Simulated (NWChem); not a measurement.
System: C2H5NOSi; SMILES [SiH3]/C=N/C=O

Excerpt of the output:

```
             Northwest Computational Chemistry Package (NWChem) 7.3.0
             --------------------------------------------------------

                             Geometry "geometry" -> ""
                             -------------------------

 Output coordinates in angstroms (scale by  1.889725989 to convert to a.u.)

  No.       Tag          Charge          X              Y              Z
 ---- ---------------- ---------- -------------- -------------- --------------
    1 O                    8.0000     0.15040700     2.91266400     0.47730700
    2 C                    6.0000    -0.35379700     1.89006600     0.09565300
    3 N                    7.0000     0.23332900     0.60348300     0.31024100
    4 C                    6.0000    -0.44345700    -0.37797200    -0.16645500
    5 Si                  14.0000     0.16729200    -2.16652900     0.01458900
    6 H                    1.0000    -1.32381100     1.87211800    -0.45775400
    7 H                    1.0000    -1.40105200    -0.18692700    -0.69390200
    8 H                    1.0000    -0.87436100    -2.93998700     0.74165200
    9 H                    1.0000     1.45266000    -2.18879500     0.74656900
   10 H                    1.0000     0.31885400    -2.74392200    -1.34759600

 Effective nuclear repulsion energy (a.u.)     194.1912812423

                              NWChem Property Module
                              ----------------------

  itol2e modified to match energy
  convergence criterion.

                                 NWChem DFT Module
                                 -----------------

 Summary of "ao basis" -> "ao basis" (spherical)
 ------------------------------------------------------------------------------
       Tag                 Description            Shells   Functions and Types
 ---------------- ------------------------------  ------  ---------------------
 O                          pcsseg-1                 7       17   3s3p1d
 C                          pcsseg-1                 7       17   3s3p1d
 N                          pcsseg-1                 7       17   3s3p1d
 Si                         pcsseg-1                10       24   4s5p1d
 H                          pcsseg-1                 3        5   2s1p

  itol2e modified to match energy
  convergence criterion.

            General Information
            -------------------
          SCF calculation type: DFT
          Wavefunction type:  closed shell.
          No. of atoms     :    10
          No. of electrons :    46
           Alpha electrons :    23
            Beta electrons :    23
          Charge           :     0
          Spin multiplicity:     1
          Use of symmetry is: off; symmetry adaption is: off
          Maximum number of iterations: 150
          AO basis - number of functions:   117
                     number of shells:    53
          Convergence on energy requested:  1.00D-07
          Convergence on density requested:  1.00D-05
          Convergence on gradient requested:  5.00D-04

              XC Information
              --------------
                         PBE0 Method XC Functional
                     Hartree-Fock (Exact) Exchange  0.250
          PerdewBurkeErnzerhof Exchange Functional  0.750
            Perdew 1991 LDA Correlation Functional  1.000 local
           PerdewBurkeErnz. Correlation Functional  1.000 non-local

[...]

          -----------------------------------------
          Chemical Shielding Tensors (GIAO, in ppm)
          -----------------------------------------

                                NWChem CPHF Module
                                ------------------

  scftype          =     RHF
  nclosed          =       23
  nopen            =        0
  variables        =     2162
  # of vectors     =        3
  tolerance        = 0.10D-03
  level shift      = 0.00D+00
  max iterations   =       50
  max subspace     =       30

 SCF residual:    7.8911280703255593E-005

Iterative solution of linear equations
  No. of variables     2162
  No. of equations        3
  Maximum subspace       30
        Iterations       50
       Convergence  1.0D-04

   iter   nsub   residual    time
   ----  ------  --------  ---------
     1      3    1.02D+00      45.0
     2      6    1.10D-01      49.9
     3      9    7.83D-03      54.9
     4     12    1.21D-03      59.9
     5     15    9.22D-05      64.9

      Atom:    1  O
        Diamagnetic
    395.9368      9.6531     -0.1275
      9.6531    412.1635      6.8298
     -0.1275      6.8298    398.2969

        Paramagnetic
   -625.6913    -57.3925   -297.8999
    -57.3925  -1243.7369   -137.6472
   -297.8999   -137.6472   -293.5012

        Total Shielding Tensor
   -229.7545    -47.7394   -298.0274
    -47.7394   -831.5734   -130.8174
   -298.0274   -130.8174    104.7957

           isotropic =    -318.8440
          anisotropy =    -817.0338

          Principal Components and Axis System
                 1           2           3
             -863.5332   -379.4368    286.4379

      1         0.1576      0.8557     -0.4928
      2         0.9710     -0.2251     -0.0803
      3         0.1797      0.4659      0.8664

      Atom:    2  C
        Diamagnetic
    246.5433     -1.2999      7.4011
     -1.2999    267.4375      2.4268
      7.4011      2.4268    237.7550

        Paramagnetic
   -277.1474     67.7676    -41.2994
     67.7676   -259.0625     32.4732
    -41.2994     32.4732   -213.9259

        Total Shielding Tensor
    -30.6041     66.4677    -33.8983
     66.4677      8.3750     34.9000
    -33.8983     34.9000     23.8290

           isotropic =       0.5333
          anisotropy =    -149.6077

          Principal Components and Axis System
                 1           2           3
              -99.2051     60.9431     39.8620

      1         0.7346      0.4660     -0.4932
      2        -0.5722      0.8161     -0.0812
      3         0.3647      0.3418      0.8661

      Atom:    3  N
        Diamagnetic
    317.9995      4.2570      1.9317
      4.2570    348.5449      5.5152
      1.9317      5.5152    316.9163

        Paramagnetic
   -435.7976      0.5063   -189.9579
      0.5063   -885.8667    -72.6888
   -189.9579    -72.6888   -217.0124

        Total Shielding Tensor
   -117.7981      4.7633   -188.0262
      4.7633   -537.3218    -67.1736
   -188.0262    -67.1736     99.9039

           isotropic =    -185.0720
          anisotropy =    -539.7569

          Principal Components and Axis System
                 1           2           3
             -544.9099   -223.5215    213.2155

      1         0.0395      0.8690     -0.4932
      2         0.9926     -0.0909     -0.0807
      3         0.1149      0.4863      0.8662

      Atom:    4  C
        Diamagnetic
    256.7137      3.6564      7.2896
      3.6564    269.9069      4.4463
      7.2896      4.4463    249.0727

        Paramagnetic
   -301.3425     18.4468   -108.7750
     18.4468   -368.4974    -13.8075
   -108.7750    -13.8075   -170.5233

        Total Shielding Tensor
    -44.6289     22.1032   -101.4854
     22.1032    -98.5905     -9.3611
   -101.4854     -9.3611     78.5493

           isotropic =     -21.5567
          anisotropy =     238.1483

          Principal Components and Axis System
                 1           2           3
              137.2088   -115.5846    -86.2943

      1        -0.4932      0.6586      0.5683
      2        -0.0806     -0.6851      0.7239
      3         0.8662      0.3112      0.3910

      Atom:    5  Si
        Diamagnetic
    878.2156     -1.6937      0.1034
     -1.6937    885.5488     -0.2385
      0.1034     -0.2385    877.7927

        Paramagnetic
   -458.6615    -14.4804     18.3993
    -14.4804   -439.5561     -3.2711
     18.3993     -3.2711   -483.0920

        Total Shielding Tensor
    419.5542    -16.1741     18.5027
    -16.1741    445.9927     -3.5096
     18.5027     -3.5096    394.7007

           isotropic =     420.0825
          anisotropy =      53.6752

          Principal Components and Axis System
                 1           2           3
              455.8660    419.9066    384.4750

      1        -0.4800      0.7251     -0.4938
      2         0.8555      0.5116     -0.0804
      3        -0.1943      0.4610      0.8659

      Atom:    6  H
        Diamagnetic
     33.9235     -1.8730      8.5201
     -1.8730     26.5862     -0.3269
      8.5201     -0.3269     23.4544

        Paramagnetic
    -10.4469      2.9085     -8.0064
      2.9085     -4.4177      0.8626
     -8.0064      0.8626     -0.3710

        Total Shielding Tensor
     23.4766      1.0355      0.5137
      1.0355     22.1686      0.5357
      0.5137      0.5357     23.0834

           isotropic =      22.9095
          anisotropy =       2.2748

          Principal Components and Axis System
                 1           2           3
               24.4260     22.7417     21.5608

      1         0.7541     -0.4927     -0.4344
      2         0.4577     -0.0802      0.8855
      3         0.4711      0.8665     -0.1650

      Atom:    7  H
        Diamagnetic
     35.7566     -1.1556      8.6895
     -1.1556     27.3774      0.0000
      8.6895      0.0000     25.2528

        Paramagnetic
    -15.3325      1.5128    -10.8354
      1.5128     -4.2966      0.0939
    -10.8354      0.0939     -2.2169

[...]
```

Level: PBE0/pcSseg-1, GIAO. Geometry: optimised at B3LYP/6-31G* (spherical d). The printed shielding anisotropy is the first printed principal value minus the mean of the other two.

Write an input that gives this output.

Several could match; the one computed here: the input that was run:
```
start job
memory heap 200 mb stack 900 mb global 1100 mb
geometry units angstroms noautosym nocenter noautoz
  O      0.150407     2.912664     0.477307
  C     -0.353797     1.890066     0.095653
  N      0.233329     0.603483     0.310241
  C     -0.443457    -0.377972    -0.166455
  Si     0.167292    -2.166529     0.014589
  H     -1.323811     1.872118    -0.457754
  H     -1.401052    -0.186927    -0.693902
  H     -0.874361    -2.939987     0.741652
  H      1.452660    -2.188795     0.746569
  H      0.318854    -2.743922    -1.347596
end
basis spherical
  * library pcsseg-1
end
dft
  xc pbe0
  iterations 150
end
property
  shielding 9 1 2 3 4 5 6 7 8 9
end
task dft property
```
